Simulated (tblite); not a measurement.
Species: C8H13P.
Z-matrix (Å and degrees, GFN2-xTB geometry), rows numbered from 1:
```
C 
C   1  1.5223
P   2  1.8714  1  111.59
C   3  1.8126  2   98.08  1   176.13
C   4  1.3257  3  121.98  2  -134.52
C   5  1.5030  4  123.03  3     1.21
C   6  1.5368  5  109.44  4   -81.89
C   6  1.5029  5  110.84  4    39.01
C   8  1.3255  6  123.12  5   -38.86
H   1  1.0889  2  110.61  3   177.08
H   1  1.0885  2  110.39  3    56.94
H   1  1.0882  2  110.94  3   -62.89
H   2  1.0940  1  109.82  3  -117.96
H   2  1.0934  1  110.92  3   122.32
H   4  1.0825  3  116.32  2    48.81
H   5  1.0823  4  120.77  3  -178.38
H   6  1.0951  5  109.30  4   159.40
H   7  1.0877  6  110.44  5   -58.85
H   7  1.0890  6  109.22  5    60.84
H   7  1.0878  6  110.47  5  -179.43
H   8  1.0824  6  116.17  5   141.38
H   9  1.0821  3  116.63  2   -49.94
```

Method: GFN2-xTB as coded in tblite; computed harmonic values from a numerical Hessian at the method's own geometry, unscaled. This tight-binding method is rough: wavenumbers can miss measured ones by several per cent, in bad cases by 10 to 20. One conformer, not necessarily the lowest.

Harmonic wavenumbers (cm⁻¹): 56.0, 82.1, 126.5, 147.5, 211.2, 231.5, 251.8, 297.2, 325.8, 372.7, 410.6, 508.0, 518.3, 660.2, 705.2, 723.9, 734.2, 757.2, 781.7, 804.1, 855.4, 889.8, 890.9, 970.1, 990.8, 1012.0, 1035.2, 1073.4, 1081.8, 1091.8, 1167.4, 1173.1, 1223.5, 1248.9, 1276.2, 1283.9, 1315.6, 1331.2, 1395.0, 1410.9, 1446.9, 1488.9, 1489.8, 1497.5, 1501.2, 1643.8, 1677.4, 2933.4, 2937.6, 2946.2, 3013.8, 3019.3, 3023.3, 3028.1, 3029.3, 3030.3, 3032.0, 3033.4, 3046.8, 3047.3.

A = 3052, B = 901.7, C = 814.4 MHz; mass 140.075 u (most abundant isotopes); point group C1, symmetry number 1.

Question: Zero-point energy?

Answer: Half the sum of the wavenumbers: 40644 cm⁻¹ = 116.21 kcal/mol.

Question: What is S at 298.15 K and 1 bar for an ideal gas of classical rigid rotors and harmonic oscillators?

Answer: Translation 40.75, rotation 29.35, vibration 29.00: S = 99.1 cal/(mol K).

Question: And Cp and H(298.15 K) − H(0)?

Answer: Cp = 41.22 cal/(mol K), of which vibrations give 33.27 (their classical limit is 60 R = 119.2); H(298.15 K) − H(0) = 7.14 kcal/mol without the zero-point energy, 4.77 from vibrations.

Question: How do the functions run with temperature in this model?

Answer: 
```
T (K)  S (cal/(mol K))  Cp (cal/(mol K))  H − H(0) (kcal/mol)  G − H(0) (kcal/mol)  ln q(vib)
  150             77.5              24.1                 2.33                -9.29       2.64
  250             92.4              35.4                 5.29               -17.80       5.26
  400            112.9              53.1                11.95               -33.21       9.33
  600            138.2              71.7                24.55               -58.37      14.88
  900            170.9              89.6                48.97              -104.89      22.95
```

q(vib) and H(0) count from the zero-point level.

Question: Which modes carry the vibrational entropy at 298.15 K?

Answer: 56.0 cm⁻¹: 4.59; 82.1 cm⁻¹: 3.84; 126.5 cm⁻¹: 3.00; 147.5 cm⁻¹: 2.70; 211.2 cm⁻¹: 2.03; 231.5 cm⁻¹: 1.87 cal/(mol K); the other 54 give 10.97 together.

Question: Blend soft modes into free rotors: weight 1/[1 + (100 cm⁻¹/ν̃)⁴] for the oscillator and the rest for a rotor with moment μB/(μ + B), μ = h/(8π²ν), B = 10⁻⁴⁴ kg m². What vibrational entropy results?

Answer: 27.29 cal/(mol K) in place of 29.00, which changes −T·S at 298.15 K by +0.51 kcal/mol.

Question: What must be added to the electronic energy to get the Gibbs energy at 298.15 K and 1 bar?

Answer: ZPE + [H(298.15 K) − H(0)] − T·S = 116.21 + 7.14 − 29.55 = 93.80 kcal/mol.

Hindered rotation and anharmonicity are outside this model. Other conformers, if any are populated, would add a mixing term that is left out. The structure is chiral; the term R ln 2 for an equal mix with its mirror image is left out.
